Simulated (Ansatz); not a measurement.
Mulliken charges of CH5BrOSn, SMILES `C[O][SnH2][Br]` from r2SCAN/def2-TZVPP in Ansatz (PBE0-D4/def2-TZVP geometry).

| atom | x (Å) | y (Å) | z (Å) | charge (e) |
| --- | --- | --- | --- | --- |
| C1 | -0.668 | 0.006 | -1.313 | 0.010 |
| O2 | 0.292 | -0.731 | -0.594 | -0.537 |
| Sn3 | 0.669 | -0.301 | 1.270 | 0.910 |
| Br4 | 1.388 | 2.072 | 1.316 | -0.364 |
| H5 | -0.389 | 1.063 | -1.409 | 0.065 |
| H6 | -0.737 | -0.420 | -2.317 | 0.059 |
| H7 | -1.665 | -0.046 | -0.855 | 0.050 |
| H8 | 1.968 | -1.296 | 1.708 | -0.091 |
| H9 | -0.769 | -0.394 | 2.178 | -0.101 |

Question: By hand: the dipole of these point charges (1 e Å = 4.8032 D).

Answer: Σ q r = (-0.313, -0.436, 0.336) e Å, of length 0.633 e Å = 3.04 D.

Question: How does the dipole of the full density compare? (Best estimate.)

Answer: Ansatz gave: (-0.224, -0.263, 0.148) e Å, 1.81 D; the point charges give 1.68 times that, at 10° from its direction.

Point charges leave out the atoms' own dipoles, such as those of lone pairs, and Mulliken's split depends on the basis, so the two needn't agree.
